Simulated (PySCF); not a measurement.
**[Gd(NO2)]2+ at several levels of theory**

Computed with PySCF 2.14.0 (density fitting, no spin-orbit coupling) at the geometry relaxed with BP86:

```xyz
4
[Gd(NO2)]2+ (singlet in the valence; each metal's 4f electrons, 7 of them, lie in its core potential, out of spins and levels)
Gd    0.0000    0.0000   -0.3452
O     1.0613    0.0000    1.5949
O    -1.0613    0.0000    1.5949
N     0.0000    0.0000    2.3420
```

```json
{"level": "BP86", "basis": "Gd lcecp-1-SVP with ECP53, O def2-SVP, N def2-SVP", "state": "singlet", "HOMO (eV)": "-18.14", "gap (eV)": "2.23", "charge on Gd1 (e)": "1.98", "population of f-type functions on Gd1 (polarisation alone where 4f lies in the core)": "0.04", "dipole about the centre of mass (D)": "5.68", "largest force component (eV/Å)": "0.01"}
{"level": "BP86", "basis": "Gd lcecp-1-TZVP with ECP53, O def2-TZVP, N def2-TZVP", "state": "singlet", "HOMO (eV)": "-18.05", "gap (eV)": "2.41", "charge on Gd1 (e)": "2.08", "population of f-type functions on Gd1 (polarisation alone where 4f lies in the core)": "0.05", "dipole about the centre of mass (D)": "5.47", "largest force component (eV/Å)": "0.69"}
{"level": "PBE0", "basis": "Gd def2-SVP with ECP28, O def2-SVP, N def2-SVP", "state": "octet", "HOMO (eV)": "-20.44", "gap (eV)": "3.58", "charge on Gd1 (e)": "2.00", "population of f-type functions on Gd1 (polarisation alone where 4f lies in the core)": "7.04", "dipole about the centre of mass (D)": "4.23", "largest force component (eV/Å)": "4.28"}
```

In the lcecp rows the 4f levels are missing from HOMO and gap, and the state counts the valence alone.

HOMO and gap are taken over both spins. Charges are Mulliken's, which hang on the basis. The relaxation used the grid (50, 194), these runs (75, 302) or, all-electron (x2c bases, spin-free X2C Hamiltonian), (99, 590).

Problem. Order these levels, in the first row's basis, by the HOMO–LUMO gap they give here, smallest first.
A. B3LYP
B. PBE0
C. wB97X
D. BLYP

Solution. D (2.19 eV), A (4.22 eV), B (4.76 eV), C (9.51 eV).

Problem. And their other results?

Solution. 
| level | state | HOMO (eV) | gap (eV) | charge on Gd1 (e) | population of f-type functions on Gd1 (polarisation alone where 4f lies in the core) | dipole about the centre of mass (D) | largest force component (eV/Å) |
| --- | --- | --- | --- | --- | --- | --- | --- |
| PBE0 | singlet | -19.53 | 4.76 | 2.08 | 0.04 | 6.34 | 1.63 |
| BLYP | singlet | -17.93 | 2.19 | 1.95 | 0.04 | 5.57 | 0.41 |
| wB97X | singlet | -21.77 | 9.51 | 2.12 | 0.05 | 6.91 | 1.76 |
| B3LYP | singlet | -19.27 | 4.22 | 2.04 | 0.04 | 6.19 | 0.95 |

In the first row's basis the gap widens with exact exchange: 2.2 eV for BLYP, BP86 (none); 4.2 to 4.8 eV for B3LYP, PBE0 (a fixed share); 9.5 eV for wB97X (rising or full at long range).

An lcecp potential fixes the number of 4f electrons, so in runs with it no electron can move into or out of that shell.

Rows with open f shells in the valence may stand above their lowest state, and their gaps can end on f levels.

Some runs are spin-contaminated.
